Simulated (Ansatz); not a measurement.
Z-matrix (Å, degrees):
```
C
O 1 1.410
H 1 1.096 2 111.8
H 1 1.097 2 112.3 3 -122.0
H 1 1.093 2 107.9 3 118.9
Sn 2 1.951 1 120.8 3 67.2
S 6 2.392 2 109.3 1 54.0
C 6 2.115 2 106.6 1 -176.8
Cl 6 2.329 2 107.1 1 -57.3
H 7 1.345 6 92.2 2 65.0
H 8 1.089 6 109.1 2 -61.1
H 8 1.089 6 108.3 2 58.5
H 8 1.089 6 109.2 2 178.5
```

The species carries charge 0 and has multiplicity 1. Sn: def2 effective core potential.

(1) List the PBE/def2-TZVPP orbital energies in eV (the Gaussian-basis code of Ansatz). (An estimate is asked.)

Answers

(1) Computed: Occupied: -2738.63, -2396.02, -510.16, -269.90, -269.67, -249.18, -208.97, -189.88, -189.71, -189.71, -155.11, -155.05, -154.88, -133.98, -89.98, -89.91, -89.85, -26.84, -26.50, -26.41, -26.32, -26.31, -24.25, -19.82, -18.16, -17.71, -16.34, -12.63, -10.93, -10.74, -10.63, -10.58, -10.40, -9.82, -8.64, -8.22, -7.71, -7.37, -6.96, -6.46, -6.36. Lowest empty: -2.15, -0.61, -0.50, -0.17, 0.15, 1.08, 1.52, 1.68.
